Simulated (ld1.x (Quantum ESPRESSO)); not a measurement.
**gold (Au): excitation energies, all-electron against ultrasoft**

gold, ultrasoft, made with ld1.x (Quantum ESPRESSO) 7.5 (PBE, scalar-relativistic). Core [Xe] 4f14, reference 5d8 6s0 6p0 (charge +3). Waves: 6s (bound, empty): rcut 1.70, rcutus 1.95 bohr; 6s channel at 1.75 Ry: rcut 1.70, rcutus 1.95 bohr; 6p (bound, empty): rcut 1.95, rcutus 2.45 bohr; 6p channel at 2.55 Ry: rcut 1.95, rcutus 2.45 bohr; 5d (bound): rcut 2.10, rcutus 2.20 bohr; 5d channel at -2.25 Ry: rcut 2.10, rcutus 2.20 bohr. Local part: all-electron potential smoothed inside 2.00 bohr (lloc = -1). Core correction: a·sin(br)/r model core, default radius (core density twice the valence density). Augmentation charge: PSQ, radius 1.80 bohr.

Energies are relative to the spin-unpolarised reference configuration 5d8 6s0 6p0; without spin polarisation the order of configurations can differ from experiment.

| valence configuration | charge | ΔE all-electron (eV) | error AE − PS (meV) |
| --- | --- | --- | --- |
| 5d10 6s0 6p0 | +1 | -55.085 | -348 |
| 5d9 6s0 6p0 | +2 | -33.877 | -100 |
| 5d9 6s1 6p1 | 0 | -56.997 | +4976 |
| 5d10 6s0 6p1 | 0 | -59.246 | -329 |
| 5d10 6s0.5 6p0 | +0.5 | -60.721 | +1970 |
| 5d9 6s2 6p0 | 0 | -62.801 | +6476 |

Q: What are ΔE and the potential's error for 5d10 6s1 6p0?

A: ΔE = -64.494 eV all-electron; the error (AE − PS) is +2855 meV.

Levels in the configuration 5d10 6s0.5 6p0:

```csv
level,all-electron (eV),pseudo (eV)
5d,-10.961,-9.362
6s,-9.375,-11.796
```

These tests converged, but a pseudo level misses the all-electron one widely, so the file describes the atom poorly there or has found another state: 5d10 6s1 6p0: 5d by 1.9 eV; 5d9 6s1 6p1: 5d by 2.6 eV; 5d10 6s0.5 6p0: 6s by 2.4 eV; 5d9 6s2 6p0: 5d by 3.4 eV.

Note: ghost state, extra bound levels that the all-electron valence spectrum of the same l lacks: s at -52.1 eV. A true bound ghost makes a file unfit for plane-wave use.
